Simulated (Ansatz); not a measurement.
Harmonic frequencies (cm⁻¹) at PBE0-D4/def2-TZVP from Ansatz: 66, 150, 187, 298, 407, 744, 1159, 1181, 1200, 1470, 1492, 1493, 3051, 3136, 3137.

Each molecule was computed in one conformer, which needn't be the lowest.

Task: Which molecule is it?
A. `Br[SiH]1CO1`
B. `O=C[SiH2]Br`
C. `[SiH3]O[Si]Br`
D. `CO[Si]Br`

Result: D.
